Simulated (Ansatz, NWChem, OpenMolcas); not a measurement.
GeTe (SMILES [Ge][Te]): the electronic atomisation energy, rung by rung

GeTe has 2 atoms, charge 0, and is taken as a singlet. As SMILES, `[Ge][Te]`. The bond length is the measured one.

```xyz
2

Ge    0.0000    0.0000    0.0000
Te    0.0000    0.0000    2.3402
```

Quantity: the electronic atomisation energy, in eV. The values are calculated. Electronic energies at fixed atoms, without zero-point motion or spin-orbit coupling.

```
                              level                    kind     program  value (eV)  less CCSD(T)/def2-TZVP  CPU time (all runs)
    BLYP/def2-TZVP (core potential)                     GGA      NWChem        4.57                   +0.23                 66 s
     PBE/def2-TZVP (core potential)                     GGA      NWChem        4.72                   +0.38                 63 s
  r2SCAN/def2-TZVP (core potential)                meta-GGA  OpenMolcas        4.49                   +0.15                 73 s
   B3LYP/def2-TZVP (core potential)           global hybrid  OpenMolcas        4.39                   +0.05                 32 s
 wB97M-V/def2-TZVP (core potential)  range-separated hybrid      Ansatz        4.18                   -0.16                 89 s
  B2PLYP/def2-TZVP (core potential)           double hybrid      Ansatz        4.48                   +0.14                 16 s
RPA@PBE0/def2-TZVP (core potential)                     RPA      Ansatz        4.08                   -0.26                 18 s
     MP2/def2-TZVP (core potential)     perturbation theory      Ansatz        4.53                   +0.19                8.9 s
 CCSD(T)/def2-TZVP (core potential)   coupled cluster or CI      NWChem        4.34                    0.00              4.8 min
                         FCI/STO-3G      exact in the basis      Ansatz        5.39                   +1.05                  2 s
```

Differences are taken from CCSD(T)/def2-TZVP (core potential) for orientation; it has basis-set and higher-order errors of its own. All-electron rows without a relativistic Hamiltonian named are non-relativistic, while core potentials hold scalar relativity, so basis and relativity change together. The values span 4.08 to 5.39 eV. High-level rows in very small sets aren't better than simpler rows in larger ones. In the correlated wave-function rows the outer d shell of Ge, Te is correlated, in sets not made for it. Times are those of the runs behind each value, whatever else they computed, on shared processors of several kinds: orders of magnitude only.
